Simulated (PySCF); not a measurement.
These compounds are isomers of formula C5H6F3OP.

A. SMILES C=C[C@@H]1C[P@]1(=O)C(F)(F)F
B. SMILES C=C[P@](C)(=O)C(F)=C(F)F
C. `CC(=O)C/P=C/C(F)(F)F`
D. SMILES C/C=C/[P@H](=O)C(F)=C(F)F

Spectrum 1. $^{1}$H NMR (500 MHz, computed): δ 7.71 (m, 1H), 7.32 (m, 1H), 5.95 (m, 1H), 2.22 (d, 3H). $^{13}$C{$^{1}$H} NMR (computed): δ 172.6 (C), 160.8 (CH), 133.0 (C), 126.5 (CH), 24.2 (CH3).

Spectrum 2. $^{1}$H NMR (500 MHz, computed): δ 5.74 (m, 1H), 5.73 (m, 1H), 5.53 (m, 1H), 3.01 (m, 1H), 2.28 (m, 1H), 1.46 (m, 1H). $^{13}$C{$^{1}$H} NMR (computed): δ 140.2 (CH), 132.0 (C), 125.5 (CH2), 36.1 (CH), 20.2 (CH2).

Spectrum 3. $^{1}$H NMR (500 MHz, computed): δ 7.00 (m, 1H), 6.77 (m, 1H), 6.20 (m, 1H), 1.59 (m, 3H). $^{13}$C{$^{1}$H} NMR (computed): δ 170.3 (C), 146.5 (CH2), 138.5 (CH), 138.2 (C), 17.1 (CH3).

Spectrum 4. $^{1}$H NMR (500 MHz, computed): δ 9.14 (m, 1H), 3.23 (m, 2H), 2.21 (s, 3H). $^{13}$C{$^{1}$H} NMR (computed): δ 205.3 (C), 193.9 (CH), 133.8 (C), 47.6 (CH2), 36.2 (CH3).

In vacuum, one averaged value for each set of equivalent atoms, one computed conformer, non-relativistic Hamiltonian. Geometry: GFN2-xTB; shieldings: GIAO PBE0/pcSseg-1; PySCF 2.14.0 with density-fitted response routines.

References, each an isolated molecule treated in the same way: $^{1}$H (σ = 31.72 ppm), $^{13}$C (σ = 186.93 ppm) against TMS. Splittings of carbon signals by F and P are missing where no couplings were computed. Where no couplings were computed, multiplicities follow the n + 1 count of equivalent neighbours, and m marks all less simple cases (inequivalent or close neighbours, rings, F or P nearby). Shifts are as computed. Against solution values, carbons near 30 ppm lie about +3 ppm off and those near 130 ppm about +5 ppm. Of 1211 compounds with measured shifts, 218 miss one by over three times the rms of a fit or turn the order of signals round; such compounds aren't used in these exercises.

Question: Which spectrum belongs to which compound?

Answer: 1–D, 2–A, 3–B, 4–C.

- Spectrum 1 (D): 5 $^{13}$C signals; δC 160.8 is an alkene CH; δC 133.0 is a fully substituted alkene carbon.
- Spectrum 2 (A): 5 $^{13}$C signals; δC 140.2 is an alkene CH; δC 132.0 is a CF3 carbon.
- Spectrum 3 (B): 5 $^{13}$C signals; δC 146.5 is a terminal =CH2 carbon; δC 138.5 is an alkene CH.
- Spectrum 4 (C): 5 $^{13}$C signals; δC 205.3 is a ketone carbonyl carbon; δC 133.8 is a CF3 carbon.
